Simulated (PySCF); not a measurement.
C₂H₄OSi, SMILES C#C[SiH2]O. Atoms are numbered in the order given.

```xyz
8

Si    -0.7476    -0.1627     0.2522
O     -1.1893     1.2243    -0.5844
C      1.0553    -0.5054     0.0806
C      2.2620    -0.7112    -0.0333
H     -1.5341    -1.2734    -0.3665
H     -1.0408    -0.0637     1.7252
H     -0.6718     2.0182    -0.3630
H      3.3234    -0.8989    -0.1351
```

Coordinates come from a PBE-D3(BJ)/def2-SVP optimisation. The values are those of a single conformer.

The numbers are results of r2SCAN/def2-TZVPD (PySCF), not measurements.

Gas-phase values at a fixed geometry.

Computed frontier levels, gap, dipole moment and polarisability:
| Item | Result |
|---|---|
| highest occupied level | -7.30 eV |
| lowest empty level | -1.43 eV |
| orbital gap | 5.87 eV |
| dipole moment | 1.65 D |
| quadrupole, principal values (traceless, Buckingham form, about the centre of nuclear charge) | -6.54, 2.07, 4.47 D·Å |
| mean static polarisability | 55.1 bohr³ (8.16 Å³) |
| polarisability, principal values | 45.1, 46.8, 73.3 bohr³ |
